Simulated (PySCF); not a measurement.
CsI, SMILES [I][Cs].

Geometry optimised at B3LYP-D3(BJ)/def2-TZVPD. The def2 effective core potentials stand for the cores of Cs, I; spin–orbit coupling is left out.

Two levels are set side by side: PBE/def2-TZVPD (PySCF) and ωB97X/def2-TZVPD (PySCF). Same geometry, gas phase. Differences are taken from unrounded values.

```
quantity                       PBE
---------------------------  -----
orbital gap (eV)              2.55
highest occupied level (eV)  -4.35
lowest empty level (eV)      -1.80
dipole moment (D)            11.33
mean polarisability (bohr³)   89.1
```

Task: These are the PBE values. What does ωB97X give? (An estimate is asked for; the answer gives what the named calculation found.)

Result: 
```
quantity                     ωB97X  PBE minus ωB97X
---------------------------  -----  ---------------
orbital gap (eV)              7.29            -4.74
highest occupied level (eV)  -7.43             3.08
lowest empty level (eV)      -0.14            -1.67
dipole moment (D)            12.29            -0.96
mean polarisability (bohr³)   74.9             14.1
```

Without exact exchange PBE keeps part of each electron's self-repulsion, which lifts occupied levels and narrows the gap. PBE's more diffuse valence density responds more strongly to a field. Differences between two approximate levels are no errors against the true value.

Rough cost on one machine, each run with all the roots and properties that it gave: ωB97X against PBE within a factor of 2.
